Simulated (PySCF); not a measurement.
C$_{2}$H$_{6}$OZn, triplet, at a GFN2-xTB geometry of the parent state (such geometries of metal compounds can be far from the true shape) (a higher spin typed on purpose: for a closed-shell molecule this is an excited state); PBE/3-21G (PySCF).

Here is a job for PySCF.
```python
from pyscf import gto, scf, dft

mol = gto.Mole()
mol.atom = '''
    Zn    0.513365    0.042684    0.359478
    C    -0.189851   -1.054980   -1.177375
    C    -1.572895   -0.532296   -1.543720
    H    -0.257144   -2.105205   -0.903941
    H     0.466645   -0.988352   -2.041362
    H    -1.532740    0.508640   -1.859118
    H    -2.260930   -0.608068   -0.703731
    H    -1.982572   -1.118577   -2.368595
    O     0.037346    1.342675    1.410848
    H     0.443510    1.813301    2.132200
'''
mol.basis = '3-21g'
mol.charge = 0
mol.spin = 2
mol.verbose = 3
mol.build()

mf = dft.UKS(mol)
mf.xc = 'pbe'
mf.kernel()
```

It wrote (shortened):

```
SCF not converged.
SCF energy = -1924.09007952113 after 50 cycles  <S^2> = 2.0031104  2S+1 = 3.0020729
```

The run did not converge; its last values are not results.
